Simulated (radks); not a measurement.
Neutral phosphorus inside a hard spherical wall (all orbitals vanish at R), configuration held at [Ne] 3s2 3p3 and not refilled when levels cross. Method: scalar-relativistic Kohn-Sham, PBE, spin-polarised, spherical densities, finite nucleus; open shells are filled with parallel spins first; Fermi nuclear charge, rms radius 3.1889 fm; computed with a radial shooting solver on a logarithmic mesh with Libxc functionals. Eigenvalues in eV for spin up, with the zero of energy where the potential of the charges vanishes at infinity; a dash marks a level that is unbound or too diffuse for the functional's potential to be trusted. A positive occupied level is held by the wall or, in an anion where self-interaction has pushed it up, behind a barrier. The pressure on the wall is -dE/dV.

| R (bohr) | E (hartree) | kinetic (hartree) | e(2s) | e(2p) | e(3s) | e(3p) | e(4s, empty) | e(4p, empty) | pressure (GPa) |
|---|---|---|---|---|---|---|---|---|---|
| free | -341.97064 | 343.052 | -173.64 | -124.19 | -14.802 | -6.283 | - | - | 0 |
| 20 | -341.97064 | 343.052 | -173.64 | -124.19 | -14.802 | -6.283 | - | - | < 0.0001 |
| 12 | -341.97063 | 343.052 | -173.64 | -124.19 | -14.801 | -6.282 | -0.304 | 0.962 | 0.000101 |
| 7 | -341.96665 | 343.085 | -173.37 | -123.93 | -14.616 | -6.088 | 2.398 | 5.388 | 0.256 |
| 6 | -341.95522 | 343.162 | -172.87 | -123.43 | -14.287 | -5.719 | 4.951 | 8.888 | 1.37 |
| 4 | -341.70656 | 344.357 | -167.54 | -118.07 | -10.745 | -1.430 | 24.221 | 31.439 | 57.8 |
| 3.5 | -341.40513 | 345.542 | -163.48 | -113.97 | -7.686 | 2.294 | 38.470 | 46.766 | 168 |
